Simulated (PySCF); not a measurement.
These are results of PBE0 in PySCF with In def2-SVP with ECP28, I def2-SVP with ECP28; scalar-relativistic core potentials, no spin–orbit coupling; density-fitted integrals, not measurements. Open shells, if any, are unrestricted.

Problem. What shape and geometry does isolated singlet InI₃ take (every ligand bound to In)?

Solution. Counting electrons, indium keeps none of its valence electrons outside its bonds, so the VSEPR class is AX3 and the expected shape is trigonal planar (D3h), as computed. The lowest minimum found is a singlet of D3h symmetry with In–I 2.658 Å (×3); I–In–I 120.0° (×3). Its harmonic wavenumbers are 49 (e'), 69 (a2''), 148 (a1'), 232 (e') cm⁻¹ and its dipole moment is 0.00 D.
